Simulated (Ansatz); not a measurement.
`FB1CS[SiH2]1`. The species carries charge 0 and has multiplicity 1.

```xyz
9

F     1.3417    1.1513    1.3557
B     0.3974    0.6623    0.5644
C    -0.7695   -0.2532    1.0596
S     0.0444   -1.5185   -0.0332
Si    0.4604    0.1663   -1.3594
H    -0.7420   -0.5715    2.1023
H    -1.7877   -0.0703    0.7251
H    -0.6636    0.4496   -2.2907
H     1.7189   -0.0159   -2.1238
```

**Question.** List the harmonic frequencies (cm⁻¹, unscaled) at PBE0-D4/def2-TZVP in Ansatz. (Estimate.)

**Answer.** Computed: 107, 226, 326, 440, 464, 529, 592, 602, 655, 706, 826, 946, 999, 1028, 1119, 1350, 1453, 2216, 2243, 3100, 3174.

**Question.** Is this a minimum?

**Answer.** Yes, all 21 modes are real.

**Question.** Give the ideal-gas thermochemistry at 298.15 K and 1 bar (rigid rotor, harmonic oscillator; point group C1, symmetry number 1).

**Answer.** Zero-point energy 138.2 kJ/mol; H(298) − E = 156.4 kJ/mol; entropy 325.0 J/(mol·K), of which translation 167.0, rotation 112.7, vibration 45.3; G(298) − E = 59.5 kJ/mol.
